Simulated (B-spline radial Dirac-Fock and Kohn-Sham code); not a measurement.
Dipole and non-dipole photoemission parameters of Cd 3d5/2

System: the Cd atom, [Kr] 4d10 5s2; threshold 405.2 eV (tabulated edge). The computed values come from a radial atomic solver: Dirac-Hartree-Slater photoionisation with a Latter tail; cross sections with all multipoles, angular parameters from the dipole term and its interference with E2.

```csv
hν (eV),σ (kb),β,γ,δ
453,2170,0.563,0.006,-0.001
475,?,?,?,?
525,1970,0.443,-0.045,0.003
600,1530,0.662,-0.062,0.009
910,607,1.087,0.008,0.031
1000,477,1.135,0.043,0.036
2290,43.3,1.180,0.526,0.083
4000,6.83,1.015,0.917,0.144
4200,5.77,0.997,0.951,0.151
4720,3.83,0.954,1.031,0.170
7000,0.910,0.803,1.289,0.250
7790,0.609,0.762,1.353,0.277
9251.7,0.315,0.697,1.450,0.325
10000,0.233,0.668,1.491,0.350
11100,0.155,0.629,1.544,0.384
12200,0.107,0.596,1.590,0.418
```

Problem. Give the values at 475 eV.

Solution. σ = 2350 kb, β = 0.379, γ = -0.017, δ = 0.001.
